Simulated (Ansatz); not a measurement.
Consider the atomization: `ClB1CC1` → B• + 2 C• + Cl• + 4 H•.

Program: Ansatz. Geometries: PBE0-D4/def2-TZVP. ΔE: electronic, gas phase. CCSD(T)/CBS adds triple-zeta CCSD(T) − MP2 to the extrapolated MP2 energy (def2 sets, frozen cores). This one scheme is used for every species, atoms too. Functionals use def2-TZVPP. Open shells (•) are unrestricted, without spin–orbit coupling. Spin–orbit coupling would lower the free atoms: a little for B, C, Cl.

(1) What is ΔE at CCSD(T)/CBS? (Best estimate.)

(2) What do these levels give: PBE, BHLYP, CAM-B3LYP, LC-ωPBE, HF/def2-TZVPP, SCS-MP2/def2-QZVPP? (An estimate is asked.)

Largest T1 diagnostic among the species: 0.014.

Answers

(1) Computed: +31.99 eV.

(2) Computed: PBE 33.00, BHLYP 31.22, CAM-B3LYP 32.18, LC-ωPBE 32.38, HF/def2-TZVPP 24.31, SCS-MP2/def2-QZVPP 32.10 eV.

Leaving LDA and LC-ωPBE aside and taking each functional with its dispersion term where it has one, the values, not all of them listed here, spread over 1.76 eV, from BHLYP-D4 to PBE-D4. LDA lies +3.97 eV from PBE without D4, its usual overbinding. From PBE to PBE0 (25 % exact exchange), in def2-TZVPP and without D4, ΔE moves by −0.43 eV: exact exchange takes away binding that semilocal exchange gives to molecules.

For atomizations the MP2-based limit and the directly extrapolated one differ by several kJ/mol either way, and by 10 to 25 for some Ge, Se and Sn compounds, so smaller differences from it don't rank the levels.
